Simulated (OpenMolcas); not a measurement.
Computed transition rates of Cl3+

```json
{"Program": "OpenMolcas 26.06", "Method": "CASSCF", "Basis": "ANO-RCC-VTZP [5s4p2d1f]", "Scalar Hamiltonian": "DKH4, point nucleus", "Active space": "4 electrons in 8 orbitals (3s 3p 4s 4p)", "State averaging": "2S+1 = 3 even, 3 roots; 2S+1 = 1 even, 6 roots; 2S+1 = 5 odd, 1 root; 2S+1 = 3 odd, 8 roots; 2S+1 = 1 odd, 5 roots (0 in the spin-orbit step)", "Spin-orbit coupling": "state interaction with AMFI integrals over the reference wave functions, term energies averaged over their components"}
```

Rates come from the transition moments of the reference wave functions (E1 and E2 in the length form). At fixed line strength A goes as λ^-3 for E1 and M1 and as λ^-5 for E2, so a rate at the computed wavelength can be rescaled to the measured one. Measured vacuum wavelengths follow from level energies in Moore, Atomic Energy Levels, vol. I, NSRDS-NBS 35 (1971 reprint of NBS Circular 467, 1949). Branching counts decays inside the model space alone, at computed energies, and the table is only a selection of the E2 and M1 lines, drawn from those between levels with measured partners whose computed energy lies within a factor of 1.5 of the measured one.

```
      Upper        Lower  Type  λ computed (nm)  λ measured (nm)  A computed (s-1)  A rescaled (s-1)  Branching %
3s² 3p² ³P₁  3s² 3p² ³P₀    M1            22290            20370          1.63e-03          2.14e-03        100.0
3s² 3p² ³P₂  3s² 3p² ³P₁    M1            12690            11760          6.62e-03          8.32e-03        100.0
3s² 3p² ¹S₀  3s² 3p² ¹D₂    E2            745.3            532.4          5.93e-01          3.19e+00         22.3
3s² 3p² ¹D₂  3s² 3p² ³P₂    M1              651            804.8          2.00e-01                           71.7
3s² 3p² ¹D₂  3s² 3p² ³P₁    M1            619.3            753.3          7.78e-02                           27.8
3s² 3p² ¹S₀  3s² 3p² ³P₁    M1            338.2            311.9          2.06e+00                           77.4
```

Spin-changing lines and M1 lines between different terms are not rescaled, since their strength hangs on the term gaps too.

The largest correction is for 3s² 3p² ¹S₀ → 3s² 3p² ¹D₂ (E2): 5.93e-01 × (745.3 / 532.4)^5 = 3.19e+00 s-1, a factor of 5.38.

The computed rate and branching of 3s² 3p² ³P₁ → 3s² 3p² ³P₀ give the upper level a radiative lifetime of 1.000 / 1.63e-03 s-1 = 6.13e+02 s, counting decays inside the model space alone. The rescaled rate gives about 4.7e+02 s.

No measured rate stands beside these. Rescaling mends the energy factor alone: line strengths can still be far off where a level mixes with configurations outside the active space, and weak or spin-changing lines hang on small mixing coefficients that depend on the term gaps too, so rescaling need not improve them.

Active for correlation alone: 4p 4s; no level in the range computed is led by a configuration that fills them, so any true level of that kind is missing. Measured partners are found by configuration, term and J. A level has none where our copy of the source lacks it or the pairing is in doubt (some pairs that miss far off the trend of their configuration count as doubtful). Only configurations of the active space appear.
